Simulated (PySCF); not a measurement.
C$_{2}$H (SMILES [C-]#C), charge -1, singlet, geometry from GFN2-xTB (in this run its highest filled SCF level lies above zero, so its values depend strongly on the basis, on diffuse functions most of all); TPSS/6-31G** (PySCF).

Input for PySCF:
```python
from pyscf import gto, scf, dft

mol = gto.Mole()
mol.atom = '''
    C    -0.000000   -0.000000   -0.479965
    C     0.000000    0.000000    0.746059
    H    -0.000000   -0.000000   -1.596566
'''
mol.basis = '6-31g**'
mol.charge = -1
mol.spin = 0
mol.verbose = 4
mol.build()

mf = dft.RKS(mol)
mf.xc = 'tpss'
mf.conv_tol = 1e-6
mf.kernel()
mf.analyze()
```

It wrote (shortened):

```
PySCF version 2.14.0

[INPUT] verbose = 4
[INPUT] num. atoms = 3
[INPUT] num. electrons = 14
[INPUT] charge = -1
[INPUT] spin (= nelec alpha-beta = 2S) = 0
[INPUT] symmetry False subgroup None
[INPUT] Mole.unit = angstrom
[INPUT] Symbol           X                Y                Z      unit          X                Y                Z       unit  Magmom
[...]
nuclear repulsion = 19.7371931732209
number of shells = 15
number of NR pGTOs = 61
number of NR cGTOs = 33
basis = 6-31g**
ecp = {}

******** <class 'pyscf.dft.rks.RKS'> ********
method = RKS
initial guess = minao
damping factor = 0
level_shift factor = 0
DIIS = <class 'pyscf.scf.diis.CDIIS'>
diis_start_cycle = 1
diis_space = 8
diis_damp = 0
SCF conv_tol = 1e-06
SCF conv_tol_grad = None
SCF max_cycles = 50
direct_scf = True
direct_scf_tol = 1e-13
XC library pyscf.dft.libxc version 7.1.2
    S. Lehtola, C. Steigemann, M. J. T. Oliveira, and M. A. L. Marques,  SoftwareX 7, 1–5 (2018)
XC functionals = tpss
    J. Tao, J. P. Perdew, V. N. Staroverov, and G. E. Scuseria,  Phys. Rev. Lett. 91, 146401 (2003)
    J. P. Perdew, J. Tao, V. N. Staroverov, and G. E. Scuseria,  J. Chem. Phys. 120, 6898 (2004)
    J. Tao, J. P. Perdew, V. N. Staroverov, and G. E. Scuseria,  Phys. Rev. Lett. 91, 146401 (2003)
    J. P. Perdew, J. Tao, V. N. Staroverov, and G. E. Scuseria,  J. Chem. Phys. 120, 6898 (2004)
radial grids:
    Treutler-Ahlrichs [JCP 102, 346 (1995); DOI:10.1063/1.469408] (M4) radial grids

becke partition: Becke, JCP 88, 2547 (1988); DOI:10.1063/1.454033
pruning grids: <function nwchem_prune>
grids dens level: 3
symmetrized grids: False
atomic radii adjust function: <function treutler_atomic_radii_adjust>
small_rho_cutoff = 0
Set gradient conv threshold to 0.001
Initial guess from minao.
tot grids = 38048
init E= -76.7300228501008
[...]
cycle= 1 E= -76.5770410422003  delta_E= 0.153  |g|= 0.592  |ddm|= 1.83
[...]
cycle= 2 E= -76.3774060662297  delta_E=  0.2  |g|= 0.97  |ddm|= 3.86
[...]
cycle= 3 E= -76.6432880800219  delta_E= -0.266  |g|= 0.411  |ddm|= 3.09
[...]
cycle= 4 E= -76.692229914379  delta_E= -0.0489  |g|= 0.0388  |ddm|= 0.389
[...]
cycle= 5 E= -76.6925649965438  delta_E= -0.000335  |g|= 0.0105  |ddm|= 0.06
[...]
cycle= 6 E= -76.6926043380255  delta_E= -3.93e-05  |g|= 0.000611  |ddm|= 0.0175
[...]
cycle= 7 E= -76.6926044468242  delta_E= -1.09e-07  |g|= 0.000118  |ddm|= 0.000884
[...]
Extra cycle  E= -76.692604412975  delta_E= 3.38e-08  |g|= 0.000367  |ddm|= 0.000472
converged SCF energy = -76.692604412975
**** SCF Summaries ****
Total Energy =                         -76.692604412974987
Nuclear Repulsion Energy =              19.737193173220938
One-electron Energy =                 -145.635215615354014
Two-electron Energy =                   49.205418029158096
Two-electron Coulomb Energy =           60.596985951915997
DFT Exchange-Correlation Energy =      -11.391567922757904
HOMO-LUMO gap [eV] =                     6.778112473786624
**** MO energy ****
[...]
 ** Mulliken pop on meta-lowdin orthogonal AOs  **
 ** Mulliken pop  **
[...]
 ** Mulliken atomic charges  **
charge of    0C =     -0.48106
charge of    1C =     -0.56500
charge of    2H =      0.04606

WARN: System has nonzero charge -1; the dipole moment is origin-dependent.
Location of origin: [0. 0. 0.]

Dipole moment(X, Y, Z, Debye):  0.00000,  0.00000, -2.80081
```
